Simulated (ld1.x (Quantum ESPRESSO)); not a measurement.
## Plane-wave convergence, RRKJ potential for Sn (Z = 50)

- Element: tin (Sn)
- Generator: ld1.x (Quantum ESPRESSO) 7.5
- Type: norm-conserving RRKJ (Kleinman–Bylander form)
- Functional: PBE
- Relativity: scalar-relativistic
- Frozen core: [Ar] 3d10
- Valence charge: 22
- Reference configuration: 4s2 4p6 4d10 5s1.75 5p2.25
- Partial waves: 4s (bound): rc 1.45 bohr; 4d (bound): rc 1.50 bohr; 4f channel at 0.35 Ry: rc 1.50 bohr; 4p (bound): rc 1.25 bohr
- Local potential: the p channel
- Core correction: Bessel-smoothed model core inside 0.95 bohr

Occupied shells without a wave of their own: 5p, 5s. They enter only through the test configuration that unscreens the potential, and ld1.x also counts them in the model core charge.

The pseudo-atom Hamiltonian at the reference potential is diagonalised in spherical Bessel functions j_l(qr) that vanish at 20 bohr, with q² up to the cutoff. All-electron valence levels (Ry): 4s -9.8729, 5s -0.7919, 4d -1.9271, 4p -6.6220, 5p -0.2834.

How do the lowest levels (Ry) of each channel move with the cutoff, and are there ghosts?

| cutoff (Ry) | s #1 | s #2 | s #3 | d #1 | d #2 | f #1 | p #1 | p #2 | p #3 | Σ f·Δε (mRy) |
| --- | --- | --- | --- | --- | --- | --- | --- | --- | --- | --- |
| 8 | -9.0789 | -0.6242 | -0.0216 | -0.0447 | 0.0649 | 0.1047 | -3.2854 | -0.0866 | 0.0484 | 41554.4 |
| 21 | -9.8219 | -0.9531 | -0.0493 | -0.8974 | 0.0491 | 0.1047 | -6.1413 | -0.2370 | 0.0258 | 13491.7 |
| 40 | -9.8623 | -0.9930 | -0.0539 | -1.7636 | 0.0460 | 0.1047 | -6.6027 | -0.2943 | 0.0207 | 1782.1 |
| 70 | -9.8726 | -0.9939 | -0.0541 | -1.9265 | 0.0454 | 0.1047 | -6.6154 | -0.2965 | 0.0205 | 49.4 |
| 110 | -9.8729 | -0.9948 | -0.0542 | -1.9271 | 0.0454 | 0.1047 | -6.6215 | -0.2971 | 0.0204 | 3.2 |
| 200 | -9.8729 | -0.9950 | -0.0542 | -1.9271 | 0.0454 | 0.1047 | -6.6220 | -0.2971 | 0.0204 | 0.1 |
| 400 | -9.8729 | -0.9950 | -0.0542 | -1.9271 | 0.0454 | 0.1047 | -6.6220 | -0.2971 | 0.0204 | 0.0 |

Result: no extra level below or beside the all-electron valence levels (s, d, f, p tested); 10 mRy is reached at 90 Ry and 1 mRy at 160 Ry.

The potential misses its own reference levels by up to 2.8 eV, so it is not fit for use. ld1.x takes every shell without a wave as core, so the model core holds the 5p, 5s electrons as well and exchange and correlation see them twice. This cancels in the reference configuration, but the file is broken for other ones, and its errors say nothing about a proper core correction. Its largest configuration-test error is -5277 meV.
